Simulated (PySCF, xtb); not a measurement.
C2H8Sn, SMILES [CH3][SnH2][CH3].

Harmonic wavenumbers (cm⁻¹) from GFN2-xTB in xtb at its own minimum, in rising order: 92, 100, 127, 315, 479, 488, 522, 550, 723, 763, 783, 787, 794, 1294, 1297, 1457, 1460, 1461, 1465, 1626, 1760, 3040, 3043, 3044, 3045, 3055, 3057.

### Question
What does PBE-D3(BJ)/def2-SVP (PySCF) give at its own minimum? (The exact figures need the calculation; the answer reports its results.)

### Answer
89, 90, 129, 324, 463, 497, 505, 537, 693, 727, 757, 759, 766, 1158, 1164, 1384, 1384, 1389, 1392, 1827, 1835, 2990, 2990, 3101, 3102, 3104, 3104. Paired by order, the mean absolute difference is 51 cm⁻¹ and the zero-point energies are 52.4 and 51.8 kcal/mol.
